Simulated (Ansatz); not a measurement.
Born–Oppenheimer molecular dynamics of BFH4SSi (8 atoms, charge 0, multiplicity 1). It starts at the highest image of a converged band. Of that band: A structure lower than the first end lies on the path between it and the top, so the climb from that side starts below the end, which may itself be a saddle point or a shallow side well. A vibrational analysis at the climbing image gives one clearly imaginary mode, 408i cm⁻¹: a first-order saddle point.

Method: RKS PBE-D4/6-31G* (Ansatz).

```
ensemble                      : NVE (velocity Verlet)
time step                     : 0.5 fs
steps asked                   : 200
starting velocities drawn for : 300 K
seed                          : 7006
```

First frame:

```xyz
8
Properties=species:S:1:pos:R:3
F -1.523 -1.437 0.512
B -0.883 -0.331 0.926
Si 0.640 0.440 0.002
S 1.595 -0.177 -1.822
H -1.294 0.316 1.860
H -0.906 0.850 -0.259
H 1.167 1.779 0.398
H 1.296 -1.497 -1.672
```

Q: What does the run give?

A: All steps were run.

```
steps done                                               : 200
time covered                                             : 100 fs
mean temperature over the second half                    : 189 K
spread of the potential energy over the second half      : 5.1 meV per atom
mean potential energy of the second half above the start : 10.8 meV per atom
```

The conserved energy stayed within 0.1 meV per atom of its start (net change 0.049 meV per atom), so the integration is sound. A run of 0.1 ps of so small a system gives no equilibrium averages. The orbitals stay closed-shell, which can raise the energy where a bond breaks towards radicals; this wasn't checked here.

Q: What happens to the structure?

A: The step under study would form B2–H6 and break Si3–H6. These pairs go: B2–H6 1.67 → 1.33 Å, Si3–H6 1.62 → 1.83 Å. In the last frame they stand as after the step (other bonds may differ from the relaxed reactants and products). These pairs come and go: their bonding changes 4 times, last at 98 of 100 fs, so the outcome isn't settled. It ends as one piece, BFH4SSi. Pairs count as bonded within 1.25 times the sum of covalent radii (0.12 Å more for H–H). Another seed would give other details.

Q: How do temperature and energy run in time?

A: 
```csv
time (fs),T (K),potential energy less start (eV),conserved less start (meV/atom)
0.0,300,0.000,0.00
5.0,190,0.086,0.06
10.0,144,0.121,0.10
15.0,241,0.046,0.05
20.0,254,0.036,0.02
25.0,191,0.085,0.04
30.0,204,0.075,0.07
35.0,221,0.062,0.05
40.0,148,0.119,0.05
45.0,222,0.061,0.03
50.0,254,0.036,0.05
55.0,173,0.100,0.08
60.0,208,0.071,0.04
65.0,221,0.061,0.03
70.0,147,0.119,0.04
75.0,104,0.153,0.08
80.0,169,0.102,0.06
85.0,163,0.107,0.04
90.0,167,0.104,0.04
95.0,251,0.038,0.06
100.0,272,0.022,0.05
```

Run time: 12 min on 1 thread of Arm Neoverse N1, with other jobs on the host, peak memory 0.15 GiB.
